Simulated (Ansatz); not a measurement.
Cost and result up the ladder for Ga2O2 (4 atoms). Charge 0, multiplicity 1. Geometry: PBE-D4/def2-SVP.

Cartesian coordinates in Å:
```
Ga 0.777 -1.243 1.084
Ga -0.754 1.564 -0.555
O 0.698 0.113 -0.460
O -0.720 -0.433 -0.069
```

Ansatz on 4 threads of Arm Neoverse V2 on a shared host. Times are rough, and most runs start from the orbitals of an earlier one. No level here is sound enough to serve as a yardstick. Binding counts from free atoms at the same level (Ga doublet, O triplet; other spins of the atoms weren't run), without zero-point energy or a counterpoise term.

B3LYP takes the VWN-RPA correlation. Correlated methods freeze 20 core orbitals; core or outer-core shells of Ga are correlated, in sets that lack core-valence functions. The structure holds 1 bond(s) between oxygen atoms. Another isomer (singlet) lies 1.65 eV lower at PBE0-D4/def2-TZVP; other spin states weren't run for this one.

Correlated methods converge slowly with the basis.

```json
{"level": "PBE-D4/def2-TZVP (with forces)", "functions": "158", "wall time": "1.3 s", "binding energy per atom (eV)": "3.01", "remarks": "restricted SCF unstable in HF"}
{"level": "B3LYP-D4/def2-TZVP", "functions": "158", "wall time": "1.6 s", "binding energy per atom (eV)": "2.75", "remarks": "restricted SCF unstable in HF"}
{"level": "PBE0-D4/def2-TZVP", "functions": "158", "wall time": "2 s", "binding energy per atom (eV)": "2.71", "remarks": "restricted SCF unstable in HF"}
{"level": "r2SCAN-D4/def2-TZVP", "functions": "158", "wall time": "2.6 s", "binding energy per atom (eV)": "2.83", "remarks": "restricted SCF unstable in HF"}
{"level": "r2SCANh-D4/def2-TZVP", "functions": "158", "wall time": "3 s", "binding energy per atom (eV)": "2.72", "remarks": "restricted SCF unstable in HF"}
{"level": "CCSD(T)/def2-TZVPP", "functions": "158", "wall time": "28 s", "binding energy per atom (eV)": "2.70", "remarks": "restricted SCF unstable"}
```
